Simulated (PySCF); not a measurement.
**Copper: a sound run and one with changed settings**

Sound run: Cu [Ar] 3d10 4s1, Cu⁺ [Ar] 3d10. All numbers are calculated (PySCF 2.14, scalar relativity by spin-free X2C-1e, in x2c-TZVPall (6s5p4d1f, 48 functions)). In the sound run the correlated levels freeze [Ar]. The sound run starts from symmetry-adapted Hartree-Fock orbitals and uses a fine grid where one is needed.

Changed run: a valence shell is frozen. This setting is unsound on purpose.

Ionisation energy of Cu:

| method | sound run (eV) | changed run (eV) |
| --- | --- | --- |
| UHF | 6.598 | 6.598 |
| MP2 | 7.390 | 6.598 |
| SCS-MP2 | 7.262 | 6.598 |
| CCSD | 7.274 | 6.598 |
| CCSD(T) | 7.388 | 6.598 |
| CCSDT | n/a | 6.598 |
| FCI | n/a | 6.598 |

Freezing a valence shell removes pair correlation that changes on ionisation.

For comparison, NIST gives 7.726 eV between the lowest levels.
